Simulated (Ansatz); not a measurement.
SiSe₂⁺, relaxed as a doublet with UKS r2SCAN-D4/def2-TZVP in Ansatz, starting from the GFN1-xTB geometry. Force threshold 0.02 eV/Å.

The relaxation made no stability test and no search for a lower SCF solution. Another isomer (doublet) lies 0.85 eV lower at PBE0-D4/def2-TZVP; other spin states weren't run for this one.

Start:

| atom | x (Å) | y (Å) | z (Å) |
| --- | --- | --- | --- |
| Si1 | 0.000 | 0.000 | 0.000 |
| Se2 | 1.428 | 1.480 | 0.418 |
| Se3 | -1.428 | -1.480 | -0.418 |

```tsv
step	energy (eV)	largest force component (eV/Å)	SCF passes
1	-138567.7891	0.328	21
2	-138567.7941	0.055	28
3	-138567.7942	0.002	27
```

Force components are those of the run's own axes.

End:

```xyz
3

Si    0.000    0.000    0.000
Se    1.418    1.469    0.415
Se   -1.418   -1.469   -0.415
```

By distances, no bond broke or formed. The bond that changes most is Si1–Se3, from 2.10 to 2.08 Å (atoms count from 1).

No frequencies were taken in this run, so the end may be a saddle point.

Run time 8.5 s (4 threads of Arm Neoverse V2 on a shared host).
